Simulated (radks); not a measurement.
Problem. These are the eigenvalues of the occupied orbitals of an atom or ion with whole-number occupations (hartree). Method: Dirac Kohn-Sham, PBE, spin-unpolarised, spherical densities, point nucleus; computed with a radial shooting solver on a logarithmic mesh with Libxc functionals.

| orbital | eigenvalue |
|---|---|
| 1s1/2 | -102.1497 |
| 2s1/2 | -10.30825 |
| 2p1/2 | -8.10892 |
| 2p3/2 | -8.04638 |
| 3s1/2 | -1.64971 |
| 3p1/2 | -1.16754 |
| 3p3/2 | -1.16156 |

Which element is it, and in what charge state? The configuration may be excited. Open shells, if any, fill j = l - 1/2 first.

Solution. Z = 17, chlorine, charge +2: Cl2+ in [Ne] 3s2 3p3. The list shows which subshells hold electrons but not how many an open one holds; the 1s level, -102.15 hartree, gives Z - s = 14.3 by -(Z - s)^2/2, which with screening and relativity narrows Z to a few neighbours, and the depths of the outer levels then fix element, charge and occupations together.
